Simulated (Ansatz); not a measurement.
Reaction (cleavage of the B–Si bond): `NB(F)[SiH2]Cl` + H₂S → `NB(F)S` + `[SiH3]Cl`

Gas-phase electronic energies from Ansatz, PBE0-D4/def2-TZVP geometries. CCSD(T)/CBS is the MP2 limit (def2-TZVPP, def2-QZVPP) plus CCSD(T) − MP2 in def2-TZVPP, frozen cores. This one scheme is used for every species. Functionals use def2-TZVPP. B3LYP here is the variant with VWN-RPA as its local correlation; programs differ in this. Each species was taken in one conformer, which may not be the lowest.

(1) Is it downhill or uphill in electronic energy at CCSD(T)/CBS, and by how much? (An estimate is asked.)

(2) What do these levels give: PBE-D4, PBE0-D4, B3LYP-D4, ωB97X-V, B2PLYP, PBE, r2SCAN, CCSD(T)/def2-TZVPP, HF/def2-QZVPP, MP2/def2-QZVPP, SCS-MP2/def2-QZVPP, HF/CBS(def2)? (Best estimate.)

Largest T1 diagnostic among the species: 0.012.

## Answers

(1) Ansatz gave: Downhill: ΔE = -16.3 kcal/mol.

(2) Ansatz gave: PBE-D4 -14.7, PBE0-D4 -15.8, B3LYP-D4 -15.8, ωB97X-V -16.2, B2PLYP -17.2, PBE -15.2, r2SCAN -17.2, CCSD(T)/def2-TZVPP -16.4, HF/def2-QZVPP -19.2, MP2/def2-QZVPP -18.1, SCS-MP2/def2-QZVPP -17.8, HF/CBS(def2) -19.2 kcal/mol.

From PBE to PBE0 (25 % exact exchange), in def2-TZVPP and without D4, ΔE moves by −1.1 kcal/mol. The D4 term adds +0.8 kcal/mol with B3LYP and +0.5 kcal/mol with PBE0; it sums over pairs of atoms, weighted by their polarisabilities, and B3LYP, whose exchange is more repulsive, gets the larger term.
